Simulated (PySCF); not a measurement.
RbBe: energy against distance

Set-up: PySCF, spin-free X2C with a Gaussian nucleus, basis sets Rb x2c-SVPall, Be x2c-SVPall. Energies in eV from Rb + Be in their ground configurations at the same level. State: ²Σ⁺ (doublet), unpaired electrons σ ↑.

All columns are PBE0. A positive dipole means Rb(−)Be(+).

| R (Å) | E (eV) | μ (D) | Mulliken charge on Rb (basis-dependent) | HOMO (eV) | LUMO (eV) | Mayer bond order | ⟨S²⟩ |
| --- | --- | --- | --- | --- | --- | --- | --- |
| 3.044 | -0.175 | -3.74 | 0.25 | -2.88 | -1.14 | 0.75 | 0.77 |
| 3.186 | -0.249 | -3.89 | 0.20 | -2.90 | -1.15 | 0.75 | 0.77 |
| 3.328 | -0.289 | -3.97 | 0.16 | -2.92 | -1.18 | 0.74 | 0.77 |
| 3.434 | -0.302 | -3.99 | 0.14 | -2.93 | -1.21 | 0.71 | 0.77 |
| 3.540 | -0.305 | -3.99 | 0.13 | -2.94 | -1.24 | 0.68 | 0.77 |
| 3.646 | -0.300 | -3.96 | 0.12 | -2.95 | -1.26 | 0.65 | 0.77 |
| 3.788 | -0.286 | -3.89 | 0.11 | -2.96 | -1.29 | 0.60 | 0.77 |
| 3.965 | -0.261 | -3.76 | 0.10 | -2.97 | -1.33 | 0.53 | 0.77 |
| 4.177 | -0.226 | -3.56 | 0.10 | -2.98 | -1.37 | 0.45 | 0.77 |
| 4.460 | -0.179 | -3.22 | 0.09 | -2.99 | -1.41 | 0.36 | 0.76 |

A fit through these points gives, at Re = 3.525 Å, μ = -3.99 D and dμ/dR = 0.116 D/Å; the reduced mass is 8.147 u.

**Question.** How strong is the fundamental in the double-harmonic approximation, I = 42.26·(dμ/dR)²/μred km/mol?

**Answer.** I = 42.26·(0.116)²/8.147 = 0.0698 km/mol at PBE0.

The bond is weak. Basis-set superposition, not corrected here, can be much of De in a small basis, most of all at correlated wavefunction levels. Functionals without a dispersion term scatter widely for such bonds, and LDA overbinds them. Spin–orbit coupling is left out. The state is the lowest determinant that a PBE0 search found; another state may lie lower at other levels.
